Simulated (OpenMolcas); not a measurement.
**Predicting a hybrid from its neighbours: AlBNH4F**

AlBNH4F has 8 atoms, charge 0, and is taken as a singlet. As SMILES, `[NH2][AlH][BH]F`. Geometry: relaxed at PBE0-D4/def2-TZVP. This is one conformer, not always the lowest.

The vertical electron affinity (to the doublet anion) y, in eV, basis def2-SVPD; a is the functional's share of exact exchange. Programs: OpenMolcas 26.06.

```
functional     program     a  y (eV)
      TPSS  OpenMolcas     0    0.34
    r2SCAN  OpenMolcas     0    0.49
     B3LYP  OpenMolcas   0.2    0.34
      PBE0  OpenMolcas  0.25       ?
     BHLYP  OpenMolcas   0.5    0.15
```

Fit y = c + s·a to the known rows and predict PBE0.


1. Means of the 4 rows: a = 0.1750, y = 0.330.
2. Σ(Δa)² = 0.1675, Σ(Δa·Δy) = -0.088, so the slope is -0.088/0.1675 = -0.52537.
3. Intercept: 0.330 − (-0.52537) × 0.1750 = 0.422. The largest residual of the fit is 0.082.
4. PBE0: 0.422 + (-0.52537) × 0.25 = 0.29 eV.

The run gave 0.40 eV, so the prediction is off by -0.11 eV, about the largest residual. The rows mix families of semi-local functionals, which the line can't see.
